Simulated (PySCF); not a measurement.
Compound: 1-methylallyl acetate, C6H10O2.
InChI=1S/C6H10O2/c1-4-5(2)8-6(3)7/h4-5H,1H2,2-3H3/t5-/m1/s1

Torsions of this conformer, `[CH2:1]=[CH:2][C@@H:3]([CH3:4])[O:5][C:6]([CH3:7])=[O:8]`: C1–C2–C3–C4 112°, C2–C3–O5–C6 154°, C3–O5–C6–C7 180°.

The closed-shell ground state was solved at several levels (PySCF, density fitting, gas phase, non-relativistic). Geometry: PBE0-D3(BJ)/def2-SVP, one conformer, isolated molecule.

```json
{"level": "wB97X-D/pcSseg-1", "basis functions": "186", "HOMO (eV)": "-9.73", "LUMO (eV)": "1.76", "gap (eV)": "11.49", "dipole (D)": "1.88"}
{"level": "B3LYP/pcJ-1", "basis functions": "316", "HOMO (eV)": "-7.57", "LUMO (eV)": "-0.30", "gap (eV)": "7.27", "dipole (D)": "1.85"}
{"level": "B3LYP/def2-SVPD", "basis functions": "246", "HOMO (eV)": "-7.65", "LUMO (eV)": "-0.43", "gap (eV)": "7.22", "dipole (D)": "1.91"}
```

What might PBE0/pcSseg-1 (186 basis functions) give for the same quantities?

HOMO -7.83 eV, LUMO -0.08 eV, gap 7.75 eV, dipole 1.85 D.

Over all these levels, which gives the widest orbital gap and which the narrowest?

wB97X-D/pcSseg-1 (range-separated hybrid) has the widest, 11.49 eV, and B3LYP/def2-SVPD (global hybrid, 20 % exact exchange) the narrowest, 7.22 eV. Functional and basis both differ between the two, so the spread mixes both effects.

How far do the dipole and the HOMO energy spread over the levels?

The dipole runs from 1.85 to 1.91 D (mean 1.87 D) and the HOMO from -9.73 to -7.57 eV.
